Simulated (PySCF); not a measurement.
(E)-1-bromo-1-chloro-2-fluoroethene (C2HBrClF), SMILES F/C=C(\Cl)Br. Geometry: TPSSh-D3(BJ)/def2-SVP.

Computed equilibrium geometry at TPSSh-D3(BJ)/def2-SVP (PySCF confirms it by a frequency run) as Cartesian coordinates in Å, and its point group:
point group Cs.
```xyz
6

F     -1.1901    -2.4560     0.0000
C     -1.2016    -1.1258     0.0000
C     -0.0678    -0.4099     0.0000
Cl     1.4848    -1.1539     0.0000
Br    -0.1348     1.4746     0.0000
H     -2.1970    -0.6783     0.0000
```
